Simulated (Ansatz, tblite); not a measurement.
Removing and adding an electron: LaF₃. Total charge 0; singlet. Geometry: r2SCAN-D4/def2-TZVP. Ansatz, gas phase; energy differences of separate SCF runs; the oxidised species was run as a doublet alone; the reduced species was run as a doublet alone.

```xyz
4

La   -0.265   -0.244   -0.207
F     0.179   -1.316    1.603
F     1.426   -0.028   -1.516
F    -1.340    1.588    0.120
```

In the def2 sets La takes a core potential; there is no spin–orbit coupling. The xTB rows come from tblite. Correlated methods freeze 3 core orbitals; core or outer-core shells of La are correlated, in sets that lack core-valence functions. In CCSD on the charge 1 doublet the largest single amplitude is 0.31, so its Hartree–Fock determinant may place the open shell otherwise than the density functionals do. HOMO above LUMO, or a gap near zero within one spin, warns that the state may not be the lowest or that an electron is smeared out. The structure comes from a short search, and lower isomers may exist.

```csv
level,−HOMO (eV),vertical IE (eV),−LUMO (eV),vertical EA (eV),HOMO–LUMO gap (eV),IE − EA (eV),remarks
r2SCAN-D4/def2-TZVP,8.43,11.63,2.27,–,6.15,–,–
r2SCAN-D4/def2-TZVPD,8.48,–,2.24,0.85,6.24,–,HOMO above zero (-1 doublet)
PBE0-D4/def2-TZVP,9.92,12.15,2.18,–,7.74,–,–
PBE0-D4/def2-TZVPD,9.97,–,2.16,0.90,7.82,–,HOMO above zero (-1 doublet)
MP2/def2-TZVPP,–,13.60,–,–,–,–,–
CCSD/def2-TZVPP,–,13.10,–,–,–,–,–
```

Q: Estimate the rows for GFN1-xTB, GFN2-xTB, HF/def2-TZVPP, PBE-D4/def2-TZVP, PBE-D4/def2-TZVPD, CCSD(T)/def2-TZVPP.

A: 
```tsv
level	−HOMO (eV)	vertical IE (eV)	−LUMO (eV)	vertical EA (eV)	HOMO–LUMO gap (eV)	IE − EA (eV)	remarks
GFN1-xTB	13.61	–	12.38	8.53	1.23	–	–
GFN2-xTB	13.96	17.54	11.39	8.07	2.57	9.47	–
HF/def2-TZVPP	–	11.55	–	–	–	–	–
PBE-D4/def2-TZVP	8.04	11.41	2.81	–	5.24	–	gap within one spin near zero (+1 doublet)
PBE-D4/def2-TZVPD	8.12	–	2.80	0.89	5.32	–	HOMO above zero (-1 doublet)
CCSD(T)/def2-TZVPP	–	13.05	–	–	–	–	–
```

   A HOMO above zero means that the electron is unbound at that level or that self-interaction error raises the level; the energy of removing that electron tells which. Raw xTB energy differences between charge states are shifted by several eV; the methods need an empirical correction for them.
